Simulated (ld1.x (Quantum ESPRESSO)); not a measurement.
**An all-electron radial function and its pseudo partner (Ru)**

Columns: radius, all-electron u(r) and pseudo u(r) of the 4d shell (level -7.79 eV) of ruthenium in the configuration [Kr] 4d6 5s2 5p0; BP86, scalar-relativistic, PAW scheme, ld1.x (Quantum ESPRESSO) 7.5.

| r (bohr) | all-electron | pseudo |
| --- | --- | --- |
| 0.160 | 0.3213 | -0.0059 |
| 0.320 | 0.3473 | -0.0440 |
| 0.480 | 0.0067 | -0.1336 |
| 0.640 | -0.3585 | -0.2727 |
| 0.800 | -0.6221 | -0.4390 |
| 0.960 | -0.7713 | -0.5986 |
| 1.120 | -0.8307 | -0.7188 |
| 1.280 | -0.8306 | -0.7802 |
| 1.440 | -0.7956 | -0.7826 |
| 1.600 | -0.7423 | -0.7420 |
| 1.760 | -0.6811 | -0.6815 |
| 1.920 | -0.6182 | -0.6182 |
| 2.080 | -0.5571 | -0.5571 |
| 2.240 | -0.4996 | -0.4996 |
| 2.400 | -0.4466 | -0.4466 |
| 2.560 | -0.3983 | -0.3983 |
| 2.720 | -0.3546 | -0.3546 |
| 2.880 | -0.3153 | -0.3153 |
| 3.040 | -0.2801 | -0.2801 |
| 3.200 | -0.2487 | -0.2487 |
| 3.360 | -0.2207 | -0.2207 |
| 3.520 | -0.1957 | -0.1957 |
| 3.680 | -0.1734 | -0.1734 |
| 3.840 | -0.1537 | -0.1537 |
| 4.000 | -0.1362 | -0.1362 |
| 4.160 | -0.1206 | -0.1206 |

(1) How many radial nodes do the two functions have?

(2) At about which radius was the pseudo-wave matched?

(3) Where does each function peak?

(4) Is the pseudo-wave norm-conserving?

Answers

(1) The all-electron 4d function has n − l − 1 = 1; the pseudo-wave has 0, since the states of the same l below it are removed with the core.

(2) 1.90 bohr. The columns agree to 0.0005 from 1.60 bohr on; several derivatives are matched, so the curves merge somewhat inside the radius.

(3) Outermost all-electron maximum near 1.12 bohr, pseudo maximum near 1.44 bohr (to the table’s step).

(4) No, it belongs to a PAW set: the norm inside the radius is not constrained, and the difference is carried by the augmentation charge.
